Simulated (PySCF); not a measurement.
Stationary points of BrH₂⁺

These are results of PySCF, PBE0, basis Br def2-TZVP, H def2-TZVP (no relativity, density fitting), not measurements.

Relaxations began from a few typed shapes. The search is not exhaustive: other isomers or separated fragments can lie lower, and high-lying points may rest on an excited occupation.

Question: Order these stationary points by electronic energy, lowest first, in kJ/mol from the lowest minimum.
A. singlet C2v: Br–H 1.447 Å (×2); H–Br–H 92.5°
B. singlet D∞h: Br–H 1.456 Å (×2); H–Br–H 180.0°

Answer: A (0.0), B (275.3).

Question: Which of them are minima?

Answer: By energy in kJ/mol, 0.0: minimum; 275.3: saddle point, 2 imaginary modes.

Counting electrons, bromine keeps 4 of its valence electrons outside its bonds, so the VSEPR class is AX2E2 and the expected shape is bent (C2v), as computed. The angle of 93° is close to 90°: the heavy centre bonds with nearly pure p orbitals and keeps its lone pair s-like.
